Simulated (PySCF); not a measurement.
**Ni⁺ (nickel, charge +1) across methods**

[Ar] 3d9, 2D determinant. All numbers are calculated (PySCF 2.14, the non-relativistic Hamiltonian (point nucleus), in def2-TZVPPD (6s6p4d2f1g, 67 functions)).

```json
{"method": "r2SCANh", "E (hartree)": "-1507.950", "mean ε 3p β (eV)": "-76.593", "mean ε 3d α (eV)": "-14.458", "mean ε 3d β (eV)": "-13.408", "Σ⟨r²⟩ (bohr²)": "19.94", "⟨S²⟩": "0.756"}
{"method": "BP86", "E (hartree)": "-1508.217", "mean ε 3p β (eV)": "-73.527", "mean ε 3d α (eV)": "-13.713", "mean ε 3d β (eV)": "-12.819", "Σ⟨r²⟩ (bohr²)": "20.36", "⟨S²⟩": "0.778"}
{"method": "LDA", "E (hartree)": "-1505.314", "mean ε 3p β (eV)": "-73.373", "mean ε 3d α (eV)": "-13.871", "mean ε 3d β (eV)": "-12.908", "Σ⟨r²⟩ (bohr²)": "20.34", "⟨S²⟩": "0.753"}
{"method": "CAM-B3LYP", "E (hartree)": "-1508.088", "mean ε 3p β (eV)": "-79.007", "mean ε 3d α (eV)": "-17.368", "mean ε 3d β (eV)": "-16.366", "Σ⟨r²⟩ (bohr²)": "20.11", "⟨S²⟩": "0.751"}
{"method": "PBE0", "E (hartree)": "-1507.759", "mean ε 3p β (eV)": "-77.753", "mean ε 3d α (eV)": "-15.688", "mean ε 3d β (eV)": "-14.629", "Σ⟨r²⟩ (bohr²)": "19.93", "⟨S²⟩": "0.753"}
{"method": "r2SCAN", "E (hartree)": "-1507.964", "mean ε 3p β (eV)": "-75.068", "mean ε 3d α (eV)": "-13.618", "mean ε 3d β (eV)": "-12.611", "Σ⟨r²⟩ (bohr²)": "20.10", "⟨S²⟩": "0.771"}
{"method": "UHF", "E (hartree)": "-1506.56487", "mean ε 3p β (eV)": "-90.168", "mean ε 3d α (eV)": "-21.704", "mean ε 3d β (eV)": "-20.128", "Σ⟨r²⟩ (bohr²)": "19.14", "⟨S²⟩": "0.753"}
{"method": "HSE06", "E (hartree)": "-1507.767", "mean ε 3p β (eV)": "-77.370", "mean ε 3d α (eV)": "-15.280", "mean ε 3d β (eV)": "-14.230", "Σ⟨r²⟩ (bohr²)": "19.95", "⟨S²⟩": "0.753"}
```

Q: Estimate the same row for PBE.

A: E (hartree) = -1507.744; mean ε 3p β (eV) = -73.371; mean ε 3d α (eV) = -13.554; mean ε 3d β (eV) = -12.632; Σ⟨r²⟩ (bohr²) = 20.40; ⟨S²⟩ = 0.763.
